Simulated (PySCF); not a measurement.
## Two-photon absorption: `Brc1ccc2n[se]nc2c1`, C6H3BrN2Se

Molfile (atoms numbered from 1):
```
C6H3BrN2Se
     RDKit          3D

 13 14  0  0  0  0  0  0  0  0999 V2000
    3.0712   -1.0079   -0.1033 Br  0  0  0  0  0  0  0  0  0  0  0  0
    1.2851   -0.4097   -0.0540 C   0  0  0  0  0  0  0  0  0  0  0  0
    1.0593    1.0054   -0.1235 C   0  0  0  0  0  0  0  0  0  0  0  0
   -0.2057    1.5160   -0.0927 C   0  0  0  0  0  0  0  0  0  0  0  0
   -1.3162    0.6219    0.0102 C   0  0  0  0  0  0  0  0  0  0  0  0
   -2.5839    0.9977    0.0492 N   0  0  0  0  0  0  0  0  0  0  0  0
   -3.5502   -0.4872    0.1775 Se  0  0  0  0  0  2  0  0  0  0  0  0
   -2.1499   -1.5806    0.1725 N   0  0  0  0  0  0  0  0  0  0  0  0
   -1.0727   -0.8169    0.0793 C   0  0  0  0  0  0  0  0  0  0  0  0
    0.2663   -1.3143    0.0448 C   0  0  0  0  0  0  0  0  0  0  0  0
    1.9232    1.6675   -0.2018 H   0  0  0  0  0  0  0  0  0  0  0  0
   -0.3924    2.5895   -0.1447 H   0  0  0  0  0  0  0  0  0  0  0  0
    0.4420   -2.3885    0.0973 H   0  0  0  0  0  0  0  0  0  0  0  0
  1  2  1  0
  2  3  1  0
  3  4  2  0
  4  5  1  0
  5  6  2  0
  6  7  1  0
  7  8  1  0
  8  9  2  0
  9 10  1  0
 10  2  2  0
  9  5  1  0
  3 11  1  0
  4 12  1  0
 10 13  1  0
M  END
```

Computed with PySCF, TDDFT CAM-B3LYP/aug-cc-pVDZ excited states, vertical, gas phase. Geometry: PBE0-D3(BJ)/def2-SVP.

The calculation is non-relativistic, which matters for the atoms heavier than Zn.

(1) How strongly do the lowest singlets absorb one photon, and two photons of half the energy?

Results:

(1) δ for parallel linear polarisation; σ at the peak of a Lorentzian of half width 0.1 eV, single beam; Ω is circular over linear.
```
state  E (eV)      f  photon λ (nm)  δ (au)  σ (GM)     Ω                                  main
   S1    3.80  0.069            653     122    0.64  0.77                        HOMO→LUMO 0.92
   S2    4.18  0.300            593    24.3    0.16  1.50                      HOMO−1→LUMO 0.88
   S3    4.44  0.000            558    0.62    0.00  1.50                      HOMO−3→LUMO 0.94
   S4    4.92  0.000            504    0.14    0.00  1.50                      HOMO−5→LUMO 0.90
   S5    5.35  0.000            463    0.77    0.01  1.50  HOMO−1→LUMO+1 0.45, HOMO→LUMO+1 0.36
   S6    5.64  0.000            440    3.86    0.04  1.50  HOMO→LUMO+3 0.25, HOMO−1→LUMO+1 0.15
```

Among these, the strongest one-photon state is S2, the strongest two-photon state S1, with a dipole change of 3.7 D (relaxed, norm of the difference vector).
